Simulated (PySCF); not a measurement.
## Selenium: a sound run and one with changed settings

Sound run: Se⁺ [Ar] 3d10 4s2 4p3, Se²⁺ [Ar] 3d10 4s2 4p2. Calculation: PySCF 2.14, in Sapporo-DKH3-DZP-2012 (6s5p3d1f, 43 functions); the spin-free X2C one-electron Hamiltonian (Gaussian nucleus). In the sound run the correlated levels freeze [Ar] 3d10. The sound run starts from symmetry-adapted Hartree-Fock orbitals and uses a fine grid where one is needed.

Changed run: a valence shell is frozen. This setting is unsound on purpose.

| species | method | sound run (hartree) | changed run (hartree) | converged |
| --- | --- | --- | --- | --- |
| Se⁺ | MP2 | -2427.75699 | -2427.71250 | yes |
| Se⁺ | CCSD(T) | -2427.77246 | -2427.71730 | yes |
| Se²⁺ | MP2 | -2426.97497 | -2426.93527 | yes |
| Se²⁺ | CCSD(T) | -2426.99186 | -2426.93722 | yes |

Ionisation energy of Se⁺:

```
 method  sound run (eV)  changed run (eV)
    UHF          20.894            20.894
    MP2          21.280            21.150
SCS-MP2          21.154            20.979
   CCSD          21.236            21.227
CCSD(T)          21.241            21.227
```

Freezing a valence shell removes pair correlation that changes on ionisation.

For comparison, NIST gives 21.196 ± 0.01 eV between the lowest levels.
